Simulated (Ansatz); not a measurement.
A geometry relaxed with B3LYP-D3(BJ)/def2-TZVP (Ansatz, a first-principles code), charge 0, multiplicity 1:

```xyz
8

H     -2.0871     0.1960    -0.4726
C      2.4334     0.2247    -0.4883
C     -1.4760    -0.1363     0.3691
H     -1.7283    -1.1764     0.5856
N      3.5582     0.3286    -0.7350
H     -1.7365     0.4676     1.2407
C      1.1042     0.1020    -0.1968
C     -0.0679    -0.0063     0.0603
```

Q: Write the SMILES of this molecule.

A: `CC#CC#N`
